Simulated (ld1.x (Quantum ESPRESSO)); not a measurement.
**Pseudopotential generation for Rh: TM, LDA (PZ), scalar-relativistic.**

Rh, norm-conserving Troullier–Martins (Kleinman–Bylander form), made with ld1.x (Quantum ESPRESSO) 7.5 (LDA (PZ), scalar-relativistic). Core [Kr], reference 4d7 5s0 5p0 (charge +2). Waves: 5p (bound, empty): rc 2.75 bohr; 4d (bound): rc 1.20 bohr; 4f channel at 0.2 Ry: rc 2.65 bohr; 5s (bound, empty): rc 1.95 bohr. Local part: the s channel. Core correction: none.

Poles of the logarithmic derivatives, all-electron (AE) and pseudo (PS). s: poles at -0.4 (AE) and -0.4, 2.4 (PS) Ry. p: poles at 0.6 (AE) and 0.6 (PS) Ry. d: poles at -1.8, 2.5 (AE) and -1.8, 3.4 (PS) Ry. f: poles at 1.4 (AE) and 1.4 (PS) Ry. Test radius 3.00 bohr.

- Cutoffs needed: 70 Ry and 90 Ry (the cutoffs (Ry, on a coarse ladder) from which the occupation-weighted sum of valence levels, in a spherical-Bessel basis at the reference potential, stays within 10 and 1 mRy of its value at 400 Ry)
- Ghost test: no extra level below or beside the all-electron valence levels (p, d, f, s tested) (spherical-Bessel basis up to 400 Ry, 20 bohr box)
- Largest excitation error: -244 meV (all-electron minus pseudo) for 4d9 5s0 5p0, out of 7 test configurations
